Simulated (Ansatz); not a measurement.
Species: DABCO, C$_{6}$H$_{12}$N$_{2}$, charge 0, multiplicity 1. 
Structure (B3LYP-D3(BJ)/def2-TZVP (Ansatz, a first-principles code) minimum search):
```xyz
20

C      0.6315     0.5526     1.3442
C      0.2206     1.5535     0.2212
N     -0.3373     0.8217    -0.9219
C     -1.5102     0.0611    -0.4757
C     -1.0994    -0.9398     0.6473
N      0.3373    -0.8217     0.9219
C      1.0842    -1.1141    -0.3069
C      0.6733    -0.1132    -1.4299
H      0.0879     0.7483     2.2708
H      1.6984     0.6197     1.5671
H      1.0776     2.1322    -0.1299
H     -0.5329     2.2608     0.5739
H     -2.2620     0.7699    -0.1223
H     -1.9281    -0.4593    -1.3401
H     -1.6412    -0.7425     1.5746
H     -1.3073    -1.9718     0.3569
H      2.1506    -1.0452    -0.0823
H      0.8740    -2.1459    -0.5963
H      0.2532    -0.6334    -2.2932
H      1.5298     0.4672    -1.7793
```

PBE beside other levels, property by property. Correlated levels leave the core frozen unless marked. UHF or UKS for open shells. Spin-orbit coupling is left out. Non-relativistic. Basis-set limits of correlation are two-point, X^-3; Hartree-Fock from the larger set. The bracket is a focal-point correction in the basis named. Rows marked 298 K are enthalpies with B3LYP-D3(BJ) harmonic zero-point and thermal terms. Atomisation energies are electronic, to ground-state atoms; the column to compare with has the core term from cc-pwCVTZ added, other frozen-core levels have none. Frequencies are from Ansatz. The coupled-cluster column (Ansatz) is a level with limits of its own: (a) RI-MP2/CBS(aug-cc-pVTZ,aug-cc-pVQZ)+[CCSD(T)-MP2]/aug-cc-pVTZ; (b) RI-MP2/CBS(cc-pVTZ,cc-pVQZ)+[CCSD(T)-MP2]/cc-pVTZ.

```tsv
property	B3LYP-D3(BJ)/def2-TZVPD (Ansatz + dftd3)	CAM-B3LYP/def2-TZVPD (Ansatz)	wB97M-V/def2-TZVPD (Ansatz)	coupled cluster
C-H bond dissociation enthalpy, 298 K, to [CH]1CN2CCN1CC2 + H atom (kcal/mol)	96.0	96.4	98.1	99.4 (b)
atomisation energy (kcal/mol)	1945.4	1942.9	1949.8	1949.4 (a)
```

Task: What does PBE/def2-TZVPD (Ansatz) give for each property, and on which side of coupled cluster does it fall?

Result: 
- C-H bond dissociation enthalpy, 298 K, to [CH]1CN2CCN1CC2 + H atom: PBE lies 7.0 kcal/mol below coupled cluster; PBE gives 92.4 kcal/mol.
- atomisation energy: PBE lies 36.4 kcal/mol above coupled cluster; PBE gives 1985.8 kcal/mol.
